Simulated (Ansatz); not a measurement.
Computed with Ansatz on PBE0-D4/def2-TZVP structures; ΔE is electronic, products minus reactants. CBS: MP2 limit from def2 TZ/QZ plus the TZ coupled-cluster correction, frozen cores. Functionals use def2-TZVPP. One conformer a species, not always the lowest.

`FCC(F)(F)C(F)(F)F` + `O[SiH2][SiH3]` → `FCO[SiH2][SiH3]` + `FC(F)C(F)(F)F`  (substitution at a C–C bond)

| level | ΔE (eV) |
| --- | --- |
| ωB97X-V | 0.18 |
| B2PLYP | 0.16 |
| PBE | 0.16 |
| PBE0 | 0.18 |
| SCS-MP2/def2-TZVPP | 0.17 |
| HF/CBS(def2) | 0.09 |
| MP2/CBS(def2) | 0.24 |
| CCSD/CBS(def2) | 0.22 |

Problem. What does CCSD(T)/CBS give? (Best estimate.)

Solution. The calculation gave: +0.22 eV. The listed levels differ from it by -0.04, -0.06, -0.06, -0.04, -0.05, -0.13, 0.02, 0.00 eV.

Largest T1 diagnostic among the species: 0.013.

In def2-TZVPP, CCSD(T) changes the Hartree–Fock value by +0.10 eV (the triples alone add +0.01 eV) and MP2 by +0.12 eV.
